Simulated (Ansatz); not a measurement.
```yaml
crystal:
  periodic: [false, false, false]
  atoms:
    - {symbol: In, position_ang: [0.406326, 0.704655, 0.005106]}
    - {symbol: H, position_ang: [2.111149, 0.526406, 0.052954]}
    - {symbol: H, position_ang: [-0.599040, 2.093389, -0.028300]}
    - {symbol: C, position_ang: [-0.668082, -1.156225, -0.014590]}
    - {symbol: N, position_ang: [-1.250353, -2.168234, -0.015171]}
basis:
  gaussian: {orbitals: STO-3G}
hamiltonian: {xc: {name: B2PLYP}}
scf: {omitted_lower_state_checks: [starts]}
output: {forces: true}
```

```sh
$ ansatz run in.yaml --threads 4 --pin off --events-out ev --progress --plain --max-ram 3916MiB
```

It prints (some lines left out):

```
Functional definition: B2PLYP
525 factors; integrals over basis functions are off by at most 6.0e-5 eV
mean field evaluation 1: about -157199.1198 eV, gradient 2.8e1 eV
mean field evaluation 2: about -157199.0765 eV, gradient 2.8e1 eV
mean field evaluation 4: about -157201.4415 eV, gradient 1.3e0 eV
mean field evaluation 8: about -157201.4519 eV, gradient 1.6e-2 eV
mean field -157201.45191504 eV, -5777.0468029067 hartree, gradient 8.0e-6 eV, S^2 0.000000; 0 other end points of the search recorded, 0 dependent functions left out
20 core orbitals not correlated: weight in the atoms' cores, before any rotation towards them, 1.000 or more for the frozen orbitals, at most 0.000 for the correlated occupied ones
reference -157201.45201109 eV, -5777.0468064365 hartree; 12, 12 occupied and 7, 7 virtual orbitals, 525 factors
second order -6.58096989 eV of doubles, -0.00000000 eV of singles
mean field evaluation 16: about -157201.4519 eV, gradient 8.0e-6 eV
Total energy: -157203.22887296 eV, -5777.1121049058 hartree
Atom 0 at     0.406326     0.704655     0.005106 Å, force    -0.242292    -0.418930    -0.006934 eV/Å
Atom 1 at     2.111149     0.526406     0.052954 Å, force    -1.936082     0.265899    -0.054776 eV/Å
Atom 2 at    -0.599040     2.093389    -0.028300 Å, force     1.196676    -1.545936     0.039151 eV/Å
Atom 3 at    -0.668082    -1.156225    -0.014590 Å, force     3.451478     5.988087     0.033665 eV/Å
Atom 4 at    -1.250353    -2.168234    -0.015171 Å, force    -2.469780    -4.289120    -0.011106 eV/Å
Dipole moment:     0.409623     0.710614     0.004544 e Å
Checks for a lower state left out: starts
```

It took 0.85 s on 4 threads of Arm Neoverse V2 on a shared host.

Correlated methods freeze 20 core orbitals; core or outer-core shells of In are correlated, in sets that lack core-valence functions.
